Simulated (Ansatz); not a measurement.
AlClH4OSi, SMILES `O[SiH2][AlH][Cl]`, relaxed with RKS PBE-D4/def2-SVP in Ansatz from a rough embedded geometry. The force threshold is 0.03 eV/Å; the program also tests the step.

Charge 0, multiplicity 1.

Start:

```xyz
8

O     0.189    1.238   -1.502
Si   -0.795    0.256   -0.506
Al    0.513   -0.423    1.304
Cl    2.383   -1.673    1.000
H     0.834    0.658   -1.886
H    -1.961    1.002   -0.009
H    -1.260   -0.948   -1.233
H     0.098   -0.109    2.832
```

(1) By how much does the energy fall, and how many steps does the optimiser take? (Estimate.)

(2) Which bonds change most? (Estimate.)

(3) Give the relaxed structure. (Estimate.)

Results:

(1) Computed: 36.69 kJ/mol, in 16 steps, 2 of them rejected.

(2) The calculation gave: Si2–Al3 from 2.333 to 2.460 Å; Al3–Cl4 from 2.270 to 2.146 Å; Si2–H6 from 1.471 to 1.506 Å; Si2–H7 from 1.482 to 1.514 Å.

(3) Computed: 
```xyz
8

O     0.256    0.761   -1.682
Si   -0.886    0.254   -0.542
Al    0.439   -0.457    1.405
Cl    2.468   -0.675    0.742
H     1.135    0.363   -1.537
H    -1.815    1.409   -0.274
H    -1.753   -0.876   -1.055
H     0.156   -0.780    2.943
```
